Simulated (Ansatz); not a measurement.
Species: CH5NS3, SMILES `NC(S)(S)S` (charge 0, multiplicity 1).

Give a relaxed geometry from PBE0-D4/def2-TZVP (Ansatz, an electronic-structure program).

This is not unique; one that fits is the end point of this relaxation, one of several conformers (outside a Z-matrix the atoms follow the SMILES, hydrogens last).
Cartesian coordinates (Å) in one orientation:
```xyz
10

N     -1.430    -0.104    -0.398
C     -0.063    -0.011     0.005
S      0.152    -0.699     1.704
S      0.844    -0.937    -1.277
S      0.437     1.728     0.139
H     -1.771    -1.057    -0.354
H     -2.015     0.511     0.153
H      1.466    -0.452     1.840
H      2.021    -0.971    -0.635
H      0.361     1.992    -1.179
```
